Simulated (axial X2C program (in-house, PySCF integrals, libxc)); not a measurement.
Ionising CrTe

Calculated with an axial X2C code built on PySCF integrals, spin-free (one-electron X2C) or two-component (2c: spin–orbit coupling with atomic mean-field Coulomb and Gaunt terms, which also bring small scalar terms), in Dyall basis sets with cores contracted in-house; open shells are unrestricted.

Basis sets: Cr dyall-cv3z, Te dyall-cv3z. Frozen shells (counts by l): CrTe Te 4s3p2d, Cr 3s2p, 12 electrons correlated; CrTe⁺ Te 4s3p2d, Cr 3s2p, 11 electrons correlated. Coupled cluster in natural virtuals with an MP2 remainder. Where the outer core of a metal is frozen, bonds come out longer and ionisation energies lower.

```csv
Hamiltonian,level,CrTe state,Re (Å),ωe (cm⁻¹),De (eV)
spin-free,PBE0,"M_S = 2, Λ = 1",2.497,244.6,2.20
spin-free,CCSD,"M_S = 2, Λ = 1",2.565,223.2,1.94
spin-free,CCSD(T),"M_S = 2, Λ = 1",2.543,227.3,2.06
2c,PBE0,Ω = 1,2.513,239.0,2.13
```

Adiabatic ionisation energy (minimum to minimum, no zero-point term) and constants of CrTe⁺:

```tsv
Hamiltonian	level	CrTe⁺ state	IE (eV)	Re (Å)	ωe (cm⁻¹)	De (eV)	fragments
spin-free	PBE0	M_S = 3/2, Λ = 0	7.11	2.514	233.6	2.14	Te + Cr+
spin-free	CCSD	M_S = 3/2, Λ = 0	6.94	2.605	184.4	1.48	Te + Cr+
spin-free	CCSD(T)	M_S = 3/2, Λ = 0	6.98	2.560	200.8	1.58	Te + Cr+
2c	PBE0	Ω = 3/2	7.25	2.519	230.6	1.92	Te + Cr+
```

(1) Add the zero-point terms to the ionisation energy at PBE0, 2c, and say whether the electron removed was bonding.

(2) Close the cycle De(CrTe⁺) + IE(CrTe) = De(CrTe) + IE(Cr) to find the atomic ionisation energy at PBE0, 2c.

Each entry is the lowest single determinant of a limited PBE0 search at one distance. De goes to single-determinant-based atoms at the same level (for ions the charge split of lowest energy) and is withheld (n/a) where an atom does not fit its ground term or J level. Main or longest-lived isotopes. One determinant is a doubtful description, or other states lie close, for CrTe, CrTe⁺; these need not be ground states, and all values refer to the states named. Some open-shell Ω = 0 determinants are out of reach, so the Ω given for CrTe need not be the lowest component. With several unpaired electrons the Ω given is that of one determinant, not necessarily of the lowest component. The functionals have no current term, which raises determinants with orbital currents.

## Answers

(1) IE0 = IE + (ωe⁺ − ωe)/2 = 7.25 + (-0.001) = 7.25 eV. Re changes by 0.006 Å, so the electron was nearly non-bonding.

(2) IE(Cr) = 1.92 + 7.25 − 2.13 = 7.04 eV, for the determinants used.
